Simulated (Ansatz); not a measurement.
Species: sum formula H₂SiO₃Cl, net charge 0, doublet state. It need not be the lowest isomer of its formula. SMILES: O[Si](Cl)(O)[O]
Structure (B3LYP-D3(BJ)/def2-TZVP (Ansatz, an electronic-structure program) minimum search):
```
Si
O 1 1.6189
H 2 0.9608 1 118.11
O 1 1.6189 2 104.14 3 175.90
H 4 0.9608 1 118.11 2 -175.90
O 1 1.6497 2 115.33 3 48.50
Cl 1 2.0600 2 113.21 3 -60.72
```
Charge 0, spin multiplicity 2.

Wanted: atomisation energy (electronic, to ground-state atoms), in eV. Cores are frozen in the correlated levels unless marked. UHF or UKS for open shells. Spin-orbit coupling is left out. Non-relativistic. The coupled-cluster limit lacks core correlation, which all-electron functionals hold. Basis-set limits of correlation are two-point, X^-3; Hartree-Fock from the larger set (for Q and 5 zeta extrapolated as (X+1)exp(-9√X)).

| level | program | atomisation energy (eV) |
|---|---|---|
| HF/6-31G* | Ansatz | 18.05 |
| PBE-D4/def2-TZVPD | Ansatz + dftd4 | 28.47 |
| BLYP-D4/def2-TZVPD | Ansatz + dftd4 | 27.87 |
| r2SCAN-D3(BJ)/def2-TZVPD | Ansatz + dftd3 | 28.13 |
| B3LYP-D3(BJ)/def2-TZVPD | Ansatz + dftd3 | 27.58 |
| BHLYP/def2-TZVPD | Ansatz | 26.18 |
| r2SCANh-D4/def2-TZVPD | Ansatz + dftd4 | 27.77 |

Question: Estimate the value at CCSD(T)/CBS(cc-pV(Q+d)Z,cc-pV(5+d)Z) as computed with Ansatz.

Answer: 28.10 eV
